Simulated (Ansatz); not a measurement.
Basis sets compared for cis-Ti(PH3)2Br4 (TiP₂H₆Br₄). The state is a singlet with charge 0. Geometry PBE-D4/def2-SVP. Ansatz on 4 threads of Arm Neoverse V2 on a shared host; times are rough, and most runs start from earlier orbitals.

Cartesian coordinates in Å:
```
Br -2.607 -0.963 -1.820
Br -2.566 2.005 0.660
Br 0.014 1.598 -1.914
Br -1.369 -1.326 1.612
P 0.624 1.241 1.279
P 0.588 -1.484 -1.008
Ti -1.252 0.252 -0.281
H 1.927 0.642 1.305
H 0.391 1.268 2.690
H 1.034 2.597 1.077
H 0.345 -2.873 -0.767
H 1.906 -1.413 -0.446
H 0.965 -1.542 -2.387
```

Binding counts from free atoms (Br doublet, P quartet, Ti triplet, H doublet) in the same basis, without a counterpoise term.

```
           level  functions  energy (Eh)  HOMO (eV)  LUMO (eV)  binding per atom (eV)  wall time
 PBE-D4/def2-SVP        225  -11829.0238      -6.33      -4.07                   3.01      4.1 s
PBE0-D4/def2-SVP        225  -11829.4456      -7.52      -3.42                   2.87        9 s
```

Estimate the rows for PBE-D4/def2-TZVP (with forces), PBE0-D4/def2-TZVP.


```csv
level,functions,energy (Eh),HOMO (eV),LUMO (eV),binding per atom (eV),wall time
PBE-D4/def2-TZVP (with forces),347,-11830.6217,-6.53,-4.22,–,11 s
PBE0-D4/def2-TZVP,347,-11831.0396,-7.65,-3.48,2.87,21 s
```
